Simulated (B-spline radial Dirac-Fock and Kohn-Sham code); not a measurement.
# X-ray form factors of gallium in several charge states

The computed values come from a B-spline atomic structure program: relativistic Hartree-Fock (Dirac-Fock) wave functions, averaged over the configuration.

Configurations: Ga [Ar] 3d10 4s2 4p1; Ga²⁺ [Ar] 3d10 4s1; Ga³⁺ [Ar] 3d10; Ga⁵⁺ [Ar] 3d8. The first column is f₀ of Ga, the others are differences from it.

```
s (Å⁻¹)      Ga  Δ Ga²⁺  Δ Ga³⁺  Δ Ga⁵⁺
      0  31.000  -2.000  -3.000  -5.000
   0.05  30.304  -1.624  -2.528  -4.474
    0.1  28.669  -0.882  -1.545  -3.336
   0.15  26.779  -0.298  -0.677  -2.238
    0.2  24.933  -0.002  -0.143  -1.432
   0.25  23.174  +0.098  +0.107  -0.900
    0.3  21.482  +0.105  +0.183  -0.559
   0.35  19.848  +0.081  +0.174  -0.339
    0.4  18.279  +0.053  +0.131  -0.194
   0.45  16.794  +0.030  +0.084  -0.099
    0.5  15.410  +0.013  +0.044  -0.036
    0.6  12.996  -0.004  -0.004  +0.029
    0.7  11.073  -0.008  -0.019  +0.047
    0.8   9.603  -0.007  -0.018  +0.044
    0.9   8.509  -0.004  -0.011  +0.034
      1   7.702  -0.002  -0.005  +0.024
    1.1   7.099   0.000  -0.001  +0.015
    1.2   6.633  +0.001  +0.002  +0.010
    1.4   5.926   0.000  +0.001  +0.007
    1.6   5.342  -0.001  -0.002  +0.008
```
